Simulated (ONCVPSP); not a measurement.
## Before and after: ONCV potential for lanthanum (La)

- Element: lanthanum (La)
- Generator: ONCVPSP 4.0.1
- Type: optimised norm-conserving Vanderbilt (ONCV)
- Functional: PBE
- Relativity: scalar-relativistic
- Frozen core: [Kr]
- Valence charge: 21
- Reference configuration: 4d10 5s2 5p6 5d1 6s1 6p1
- Partial waves: 5s+6s: rc 2.95 bohr, ncon 3, nbas 7, qcut 5.3 1/bohr, 2 projectors; 5p+6p: rc 2.85 bohr, ncon 4, nbas 8, qcut 4.8 1/bohr, 2 projectors; 4d+5d: rc 1.25 bohr, ncon 5, nbas 9, qcut 13.3 1/bohr, 2 projectors; f scattering state at 0.34 Ha: rc 2.55 bohr, ncon 4, nbas 9, qcut 4.8 1/bohr, 2 projectors, debl 1.1 Ha
- Local potential: polynomial inside 0.90 bohr (lpopt 5, dvloc0 0 Ha)
- Core correction: Teter function, fcfact 3.25, rcfact 1.25

In the f channel the program set the typed energies aside and used -0.200, 0.900 Ha.

All-electron outer shells of the reference configuration (PBE, scalar-relativistic, ld1.x):

```json
{"shell": "4p", "level (eV)": "-201.12", "outermost node (bohr)": "0.34", "outermost maximum (bohr)": "0.63"}
{"shell": "4d", "level (eV)": "-104.97", "outermost node (bohr)": "0.32", "outermost maximum (bohr)": "0.68"}
{"shell": "5s", "level (eV)": "-40.03", "outermost node (bohr)": "0.77", "outermost maximum (bohr)": "1.41"}
{"shell": "5p", "level (eV)": "-23.49", "outermost node (bohr)": "0.83", "outermost maximum (bohr)": "1.58"}
{"shell": "6s", "level (eV)": "-4.28", "outermost node (bohr)": "1.86", "outermost maximum (bohr)": "3.79"}
{"shell": "5d", "level (eV)": "-3.96", "outermost node (bohr)": "0.95", "outermost maximum (bohr)": "2.19"}
{"shell": "6p", "level (eV)": "-1.86", "outermost node (bohr)": "2.20", "outermost maximum (bohr)": "4.93"}
```

Change: all radii but the core radius scaled by about 1.15 (s 3.40, p 3.28, d 1.44, f 2.94 bohr); local potential polynomial inside 1.04 bohr (lpopt 5, dvloc0 0 Ha).

Cutoffs: the cutoffs (Ha) at which the residual kinetic energy of the hardest occupied pseudo-wave falls to 1 and 0.1 mHa per electron; they do not see the model core or the augmentation charge, which bear on the density cutoff. Errors are all-electron minus pseudo energies relative to the spin-unpolarised reference configuration.

Question: What does the change do?

Answer: The potential gets softer (66 Ha and 75 Ha → 60 Ha and 68 Ha); both files keep a bound ghost (p, s); the number of tests with a reliable result goes from 4 to 2. A larger radius leaves more room for a smooth pseudo-wave, so fewer plane waves are needed.

```tsv
quantity	base	changed
cutoff, loose	66 Ha	60 Ha
cutoff, tight	75 Ha	68 Ha
loose cutoff by channel	s 7.4 Ha, p 4.9 Ha, d 66 Ha	s 5.5 Ha, p 5.5 Ha, d 60 Ha
bound ghosts	s, p	s, p
GHOST(+) flags under 300 eV	none	none
tests with a reliable result	4 of 4	2 of 4
error for 4d10 5s2 5p6 5d1 6s1 6p0, meV [ΔE 3.59 eV]	-0.9	-0.9
error for 4d10 5s2 5p6 5d1 6s0 6p0, meV [ΔE 14.48 eV]	-3.3	-6.6
rms error of d²Exc/dni dnj with the model core, mHa	2.18	2.56
```

 A true bound ghost makes a file unfit for plane-wave use even where its test errors are small: the radial tests pick states by their node count and pass the ghost by.
